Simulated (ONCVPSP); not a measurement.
## Configuration tests for Pb (Z = 82) (ONCV)

- Element: Pb (Z = 82)
- Generator: ONCVPSP 4.0.1
- Type: optimised norm-conserving Vanderbilt (ONCV)
- Functional: Wu-Cohen
- Relativity: scalar-relativistic
- Frozen core: [Xe]
- Valence charge: 28
- Reference configuration: 4f14 5d10 6s2 6p1 (charge +1)
- Partial waves: 6s: rc 2.05 bohr, ncon 4, nbas 8, qcut 2.5 1/bohr, 1 projector; 6p: rc 2.60 bohr, ncon 3, nbas 7, qcut 3.3 1/bohr, 2 projectors, debl 0.5 Ha; 5d: rc 1.50 bohr, ncon 4, nbas 8, qcut 8.3 1/bohr, 2 projectors, debl 3.3 Ha; 4f: rc 0.80 bohr, ncon 3, nbas 8, qcut 21.6 1/bohr, 2 projectors, debl 2.2 Ha
- Local potential: polynomial inside 0.55 bohr (lpopt 5, dvloc0 4 Ha)
- Core correction: none

In the f channel the program set the typed energies aside and used -5.170, 0.250 Ha.

Energies are relative to the spin-unpolarised reference configuration 4f14 5d10 6s2 6p1; without spin polarisation the order of configurations can differ from experiment.

| valence configuration | charge | ΔE all-electron (eV) | error AE − PS (meV) |
| --- | --- | --- | --- |
| 4f14 5d10 6s2 6p2 | 0 | -6.593 | +0.8 |
| 4f14 5d10 6s2 6p0 | +2 | 13.448 | -10.0 |
| 4f14 5d10 6s1 6p0 | +3 | 45.955 | -25 |
| 4f14 5d10 6s0 6p4 | 0 | 11.323 | -2.7 |

Levels in the configuration 4f14 5d10 6s1 6p0:

```csv
level,all-electron (eV),pseudo (eV)
4f,-161.745,-161.240
5d,-49.475,-49.392
6s,-37.566,-37.570
```

Note: ghosts flagged at negative energy: s at -1391.6 eV, s at -349.9 eV, p at -835.8 eV, p at -59.8 eV; GHOST(+) flagged for d at 229.3 eV. A true bound ghost makes a file unfit for plane-wave use.
